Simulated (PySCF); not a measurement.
From one molecule to another.

First species: C6H8N2S.
SMILES: `C1(CCC1)c1ncsn1`

Second species: C6H11NOSi.
SMILES: `C[SiH2]CCc1ncco1`

Levels: PBE0/pcSseg-1 for dipole moment, HOMO energy, LUMO energy and HOMO–LUMO gap; GFN2-xTB for rotational constant A and rotational constant C. Geometries: GFN2-xTB. Each structure is a single optimised conformer of the isolated species, non-relativistic unless stated. Electronic properties by PySCF.

Dipoles, sizes and rotational constants follow the conformer. The torsions of the flexible species, by atom-mapped SMILES:
- `[cH:1]1[n:2][c:3]([CH:4]2[CH2:5][CH2:6][CH2:7]2)[n:8][s:9]1`: N2–C3–C4–C5 -51°
- `[CH3:1][SiH2:2][CH2:3][CH2:4][c:5]1[n:6][cH:7][cH:8][o:9]1`: C1–Si2–C3–C4 -66°, Si2–C3–C4–C5 67°, C3–C4–C5–N6 -118°

Problem. Which has the higher rotational constant C?

Solution. The second: 0.845 GHz against 0.774 GHz, a difference of 0.071 GHz.

Problem. Which of the two has the higher HOMO energy, and by how much?

Solution. The second: -7.05 eV against -7.66 eV, a difference of 0.61 eV.

Problem. Which has the higher dipole moment?

Solution. The second: 1.62 D against 1.16 D, a difference of 0.46 D.

Problem. Which has the higher HOMO–LUMO gap?

Solution. The second: 6.97 eV against 6.44 eV, a difference of 0.53 eV.

Problem. Which of the two has the higher rotational constant A, and by how much?

Solution. The first: 4.488 GHz against 2.373 GHz, a difference of 2.115 GHz.

Problem. Which has the higher LUMO energy?

Solution. The second: -0.08 eV against -1.22 eV, a difference of 1.14 eV.

On the first: The dipole equals about 3.9 × 10⁻³⁰ C·m (1 D = 3.33564 × 10⁻³⁰ C·m). A dipole of 1.16 D is allowed in Cs, and pure rotational transitions are dipole-allowed.

On the second: The dipole equals about 5.4 × 10⁻³⁰ C·m (1 D = 3.33564 × 10⁻³⁰ C·m).
